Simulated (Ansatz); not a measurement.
Molecule (SMILES): [BH] (BH) (closed-shell singlet).
Atoms: B1, H2. Bonds: B1-H2.

Basis-set convergence of the optimised B1-H2 bond length at CCSD(T) with Ansatz (a first-principles code). The reference of a correlated method is not its basis-set limit, which lies further on. Cartesian d functions, on some or all atoms, in 6-31G*, 6-31+G*; all else is spherical. Cores are frozen. A restricted Hartree-Fock determinant is unstable towards unrestricted orbitals. No added dispersion term, no relativity. Reference: the value in aug-pcseg-3, 1.2309 Å, itself unsure by roughly 0.0021 Å (its mean distance from aug-cc-pVQZ, cc-pV5Z, def2-QZVPPD). Deviations are taken from unrounded values.

| basis | functions | optimised B1-H2 bond length (Å) |
|---|---|---|
| 6-31G* | 17 | 1.2455 |
| 6-31+G* | 21 | 1.2401 |
| cc-pVDZ | 19 | 1.2557 |
| aug-cc-pVDZ | 32 | 1.2531 |
| def2-SVP | 19 | 1.2434 |
| def2-SVPD | 28 | 1.2434 |
| pcseg-1 | 19 | 1.2367 |
| aug-pcseg-1 | 32 | 1.2360 |
| 6-311G** | 24 | 1.2402 |
| 6-311+G** | 28 | 1.2387 |
| def2-TZVP | 37 | 1.2356 |
| def2-TZVPD | 46 | 1.2372 |
| cc-pVTZ | 44 | 1.2354 |
| aug-cc-pVTZ | 69 | 1.2353 |
| pcseg-2 | 44 | 1.2309 |
| aug-pcseg-2 | 69 | 1.2316 |
| def2-TZVPP | 45 | 1.2341 |
| def2-TZVPPD | 54 | 1.2343 |
| cc-pVQZ | 85 | 1.2333 |
| aug-cc-pVQZ | 126 | 1.2333 |
| def2-QZVPP | 87 | 1.2331 |
| def2-QZVPPD | 96 | 1.2330 |
| pcseg-3 | 93 | 1.2308 |
| aug-pcseg-3 | 134 | 1.2309 |

What the diffuse functions change, pair by pair:
- 6-31G* to 6-31+G*: 4 more functions, deviation 0.0145 to 0.0092 Å
- cc-pVDZ to aug-cc-pVDZ: 13 more functions, deviation 0.0248 to 0.0222 Å
- def2-SVP to def2-SVPD: 9 more functions, deviation 0.0125 to 0.0125 Å
- pcseg-1 to aug-pcseg-1: 13 more functions, deviation 0.0058 to 0.0050 Å
- 6-311G** to 6-311+G**: 4 more functions, deviation 0.0093 to 0.0078 Å
- def2-TZVP to def2-TZVPD: 9 more functions, deviation 0.0047 to 0.0063 Å
- cc-pVTZ to aug-cc-pVTZ: 25 more functions, deviation 0.0044 to 0.0044 Å
- pcseg-2 to aug-pcseg-2: 25 more functions, deviation 0.0000 to 0.0007 Å
- def2-TZVPP to def2-TZVPPD: 9 more functions, deviation 0.0031 to 0.0033 Å
- cc-pVQZ to aug-cc-pVQZ: 41 more functions, deviation 0.0023 to 0.0024 Å
- def2-QZVPP to def2-QZVPPD: 9 more functions, deviation 0.0022 to 0.0021 Å
- pcseg-3 to aug-pcseg-3: 41 more functions, deviation -0.0002 to 0.0000 Å

Leaving out the reference's own pair, they bring the value nearer the reference by more than 0.0021 Å in 2 of 11 pairs.
